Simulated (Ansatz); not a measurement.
```yaml
crystal:
  periodic: [false, false, false]
  atoms:
    - {symbol: O, position_ang: [-0.013021, 1.362709, -0.753353]}
    - {symbol: B, position_ang: [-0.018515, 0.362035, 0.167531]}
    - {symbol: O, position_ang: [0.611130, 0.408186, 1.372055]}
    - {symbol: Sb, position_ang: [-1.278854, -1.459976, -0.280691]}
    - {symbol: H, position_ang: [0.488476, 2.149752, -0.514862]}
    - {symbol: H, position_ang: [1.098459, 1.217430, 1.560279]}
    - {symbol: H, position_ang: [-0.716163, -1.562468, -1.887332]}
    - {symbol: H, position_ang: [-0.079510, -2.534668, 0.280575]}
basis:
  gaussian: {orbitals: def2-mTZVPP}
magnetization: {spin_polarized: true, initial_magnetization: 8}
hamiltonian: {xc: {name: rPW86-PBE}}
```

```sh
$ ansatz run in.yaml --threads 2 --pin off --events-out ev --progress --plain --max-ram 4352MiB
```

It prints (some lines left out):

```
Functional definition: rPW86-PBE
  name "rPW86-PBE"
  cite "Murray, Lee & Langreth, J. Chem. Theory Comput. 5, 2754 (2009) doi:10.1021/ct900365q"
  cite "Perdew, Burke & Ernzerhof, Phys. Rev. Lett. 77, 3865 (1996) doi:10.1103/PhysRevLett.77.3865"
  parent pbe
  exchange = rpw86_x
  correlation = pbe_c
1080 factors; their error is unknown
mean field evaluation 1: about -11360.3232 eV, gradient 4.4e1 eV
mean field evaluation 2: about -11224.3119 eV, gradient 1.3e2 eV
mean field evaluation 4: about -11355.0189 eV, gradient 3.7e1 eV
mean field evaluation 8: about -11368.6006 eV, gradient 1.0e-1 eV
mean field -11368.60065654 eV, -417.7883682137 hartree, gradient 1.6e-5 eV, S^2 20.007561; 6 other end points of the search recorded, 0 dependent functions left out
reference -11368.60078676 eV, -417.7883729992 hartree; 28, 20 occupied and 95, 103 virtual orbitals, 1080 factors
Total energy: -11368.60078676 eV, -417.7883729992 hartree
```

Problem. What is wrong with this run?

Solution. The spin is set far too high for this molecule. The run converged. The result belongs to that input, not to the molecule as meant.
